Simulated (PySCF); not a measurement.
## Electronic structure of Te³⁺ (tellurium, charge +3) at the UHF level

Configuration: [Kr] 4d10 5s2 5p1, 2P determinant. Computed with PySCF 2.14 in aug-cc-pVTZ-DK3 (8s7p5d2f, 68 functions), with scalar relativity by spin-free X2C-1e.

| Property | Result |
| --- | --- |
| Total energy | -6788.643890 hartree |
| One-electron energy | -9261.6825 hartree |
| Hartree (Coulomb) energy | 2647.1339 hartree |
| Exchange energy | -174.0952 hartree |
| ⟨S²⟩ | 0.7574 |
| ⟨L²⟩ | 2.022 |
| Sum of ⟨r⟩ | 28.68 bohr |
| Sum of ⟨r²⟩ | 33.13 bohr² |
| Traceless quadrupole moment −½Σ⟨3z² − r²⟩ along its main axis | -2.35 e·bohr² |
| Langevin diamagnetic susceptibility | -26.2 ×10⁻⁶ cm³/mol |

```csv
shell,electrons,mean orbital energy (hartree),spread (hartree),"rms radius, mean of both spins (bohr)"
1s α,1,-1175.90358,0,0.0318
1s β,1,-1175.90095,0,0.0318
2s α,1,-184.88158,0,0.130
2s β,1,-184.88067,0,0.130
2p α,3,-165.94983,0.00153,0.116
2p β,3,-165.94749,0.00430,0.116
3s α,1,-39.24307,0,0.343
3s β,1,-39.24011,0,0.343
3p α,3,-32.91919,0.00127,0.343
3p β,3,-32.91490,0.01221,0.343
3d α,5,-23.32531,0.00718,0.322
3d β,5,-23.32373,0.01063,0.322
4s α,1,-8.24371,0,0.814
4s β,1,-8.23569,0,0.814
4p α,3,-6.18461,0.00333,0.877
4p β,3,-6.17530,0.02896,0.877
4d α,5,-3.08323,0.01920,1.04
4d β,5,-3.07634,0.03175,1.04
5s α,1,-1.75784,0,2.08
5s β,1,-1.66116,0,2.08
5p α,1,-1.33932,0,2.39
```

Densities and radii are taken from the X2C orbitals without a picture-change correction, which distorts them close to the nucleus.

Spin-orbit constants ζ (cm⁻¹) from the X2C one-electron operator on these orbitals: bare nucleus, nucleus screened by l(l+1)(2l+1)/3 electrons, and screened by the Breit-Pauli mean field of the electrons.

```
shell     bare  screened nucleus  mean field
   2p  1466000           1409000         n/a
   3p   276700            266000         n/a
   3d    41920             33860         n/a
   4p    49920             48000         n/a
   4d     5659              4570         n/a
   5p     5814              5590         n/a
```

To first order the Landé constant is A = 5590 cm⁻¹, so the lowest level has J = 1/2 and lies 0.693 eV below the centre of the term. First order in ζ underestimates the shift of the j = l − 1/2 level at high Z.
